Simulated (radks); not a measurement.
Results of a calculation; reference values are marked as such.
Te0.4+, configuration [Kr] 4d10 5s1.6 5p4 (fractional occupations, a model configuration).

Level of theory: Dirac Kohn-Sham, PBE, spin-unpolarised, spherical densities, finite nucleus; open shells fill j = l - 1/2 first; Fermi nuclear charge, rms radius 4.7423 fm (a radial shooting solver on a logarithmic mesh with Libxc functionals).

Energy parts (hartree):
part                        energy
total                  -6796.36744
kinetic                 7187.12148
electron-nucleus      -16502.67651
Hartree                 2695.12498
exchange-correlation    -175.93739

Orbitals (lengths in bohr, moments of r in powers of bohr; r(90%) holds 90 % of the orbital's charge):
[
 {"orbital": "1s1/2", "occ.": "2", "eigenvalue (hartree)": "-1161.585", "r(90%)": "0.0500", "<1/r>": "55.57", "<r^2>": "0.001048", "<r^4>": "2.872e-06"},
 {"orbital": "2s1/2", "occ.": "2", "eigenvalue (hartree)": "-178.1923", "r(90%)": "0.185", "<1/r>": "12.94", "<r^2>": "0.01688", "<r^4>": "0.0004916"},
 {"orbital": "2p1/2", "occ.": "2", "eigenvalue (hartree)": "-166.9650", "r(90%)": "0.165", "<1/r>": "12.92", "<r^2>": "0.01250", "<r^4>": "0.0003149"},
 {"orbital": "2p3/2", "occ.": "4", "eigenvalue (hartree)": "-156.8778", "r(90%)": "0.173", "<1/r>": "11.96", "<r^2>": "0.01379", "<r^4>": "0.0003752"},
 {"orbital": "3s1/2", "occ.": "2", "eigenvalue (hartree)": "-35.57544", "r(90%)": "0.473", "<1/r>": "4.603", "<r^2>": "0.1185", "<r^4>": "0.02142"},
 {"orbital": "3p1/2", "occ.": "2", "eigenvalue (hartree)": "-30.95849", "r(90%)": "0.470", "<1/r>": "4.512", "<r^2>": "0.1133", "<r^4>": "0.02054"},
 {"orbital": "3p3/2", "occ.": "4", "eigenvalue (hartree)": "-29.07845", "r(90%)": "0.486", "<1/r>": "4.275", "<r^2>": "0.1215", "<r^4>": "0.02353"},
 {"orbital": "3d3/2", "occ.": "4", "eigenvalue (hartree)": "-20.93418", "r(90%)": "0.464", "<1/r>": "4.126", "<r^2>": "0.1030", "<r^4>": "0.01947"},
 {"orbital": "3d5/2", "occ.": "6", "eigenvalue (hartree)": "-20.54107", "r(90%)": "0.469", "<1/r>": "4.065", "<r^2>": "0.1054", "<r^4>": "0.02032"},
 {"orbital": "4s1/2", "occ.": "2", "eigenvalue (hartree)": "-6.17579", "r(90%)": "1.10", "<1/r>": "1.835", "<r^2>": "0.6610", "<r^4>": "0.6459"},
 {"orbital": "4p1/2", "occ.": "2", "eigenvalue (hartree)": "-4.58905", "r(90%)": "1.17", "<1/r>": "1.722", "<r^2>": "0.7328", "<r^4>": "0.8225"},
 {"orbital": "4p3/2", "occ.": "4", "eigenvalue (hartree)": "-4.23213", "r(90%)": "1.22", "<1/r>": "1.646", "<r^2>": "0.7860", "<r^4>": "0.9476"},
 {"orbital": "4d3/2", "occ.": "4", "eigenvalue (hartree)": "-1.70102", "r(90%)": "1.48", "<1/r>": "1.382", "<r^2>": "1.092", "<r^4>": "2.092"},
 {"orbital": "4d5/2", "occ.": "6", "eigenvalue (hartree)": "-1.64704", "r(90%)": "1.50", "<1/r>": "1.362", "<r^2>": "1.120", "<r^4>": "2.205"},
 {"orbital": "5s1/2", "occ.": "1.6", "eigenvalue (hartree)": "-0.67945", "r(90%)": "3.02", "<1/r>": "0.6319", "<r^2>": "4.813", "<r^4>": "35.87"},
 {"orbital": "5p1/2", "occ.": "2", "eigenvalue (hartree)": "-0.35486", "r(90%)": "3.75", "<1/r>": "0.5163", "<r^2>": "7.182", "<r^4>": "85.57"},
 {"orbital": "5p3/2", "occ.": "2", "eigenvalue (hartree)": "-0.32342", "r(90%)": "3.92", "<1/r>": "0.4915", "<r^2>": "7.854", "<r^4>": "102.7"}
]

The highest occupied level is 5p3/2 at -8.801 eV. The electron density at the nucleus is 2.279e+05 e/bohr^3. Summed over all electrons, <r^2> = 56.90 bohr^2, which gives a Langevin (diamagnetic) susceptibility term of -45.1 x 10^-6 cm^3/mol.
